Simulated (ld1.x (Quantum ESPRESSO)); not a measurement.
Ranking TM potentials for silicon

All share these settings but for the change named:

- Element: silicon (Si)
- Generator: ld1.x (Quantum ESPRESSO) 7.5
- Type: norm-conserving Troullier–Martins (Kleinman–Bylander form)
- Functional: PBE
- Relativity: non-relativistic
- Frozen core: [Ne]
- Valence charge: 4
- Reference configuration: 3s2 3p2
- Partial waves: 3s (bound): rc 1.70 bohr; 3p (bound): rc 1.65 bohr
- Local potential: the p channel
- Core correction: a·sin(br)/r model core inside 0.95 bohr

Cutoff: the first of the cutoffs (Ry, on a coarse ladder) from which the occupation-weighted sum of valence levels, in a spherical-Bessel basis at the reference potential, stays within 10 and 1 mRy of its value at 400 Ry; the density cutoff is not measured.

The base gives 15 Ry.

Of 6 variants that were run, those that failed, showed a ghost or another fault, or gave nearly equal values are left out.

A variant can come out equal or close to the base.

(1) Rank these variants from softest to hardest (loose cutoff).
A. wave 3s (bound): rc 1.70 bohr becomes 3s (bound): rc 2.04 bohr
B. wave 3s (bound): rc 1.70 bohr becomes 3s (bound): rc 1.78 bohr
C. wave 3s (bound): rc 1.70 bohr becomes 3s (bound): rc 1.42 bohr
D. wave 3s (bound): rc 1.70 bohr becomes 3s (bound): rc 2.52 bohr

Answers

(1) D (10 Ry), A (12 Ry), B (15 Ry), C (30 Ry).
